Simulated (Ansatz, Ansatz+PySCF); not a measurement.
```yaml
atoms:
  - { symbol: P, position_ang: [0.0000, 0.0000, 0.0000] }
  - { symbol: O, position_ang: [0.0000, 0.0000, 1.7400] }
```

Basis set: 6-31G (spherical functions). Correlated methods keep 6 orbitals frozen. Correlation on ROHF uses semicanonical orbitals with singles. Charge 0, multiplicity 2.

Computed with Ansatz (development build ahead of 0.2.0); the reference of a correlated method needn't be the lowest determinant of its kind.

Give the atomization energy at this shape (free ground-state atoms in the same class of orbitals less the molecule, no zero-point energy) of doublet PO by ROHF-CCSD(T), UHF-CCSD(T).

```json
{"method": "ROHF-CCSD(T)", "atomization energy": "3.15 eV"}
{"method": "UHF-CCSD(T)", "atomization energy": "3.12 eV"}
```

Caution: the reference determinant was not shown to be the lowest; the shape is not the minimum. Caution for ROHF-CCSD(T): an unrestricted determinant lies well below; the program doubts this total. Caution for UHF-CCSD(T): a plain start can end on a higher determinant; large amplitudes, a single reference is doubtful; the unrestricted determinant is a mixture of spin states.

This basis has no polarisation functions and is too small for such energies, which can lie far from measured ones in either direction.
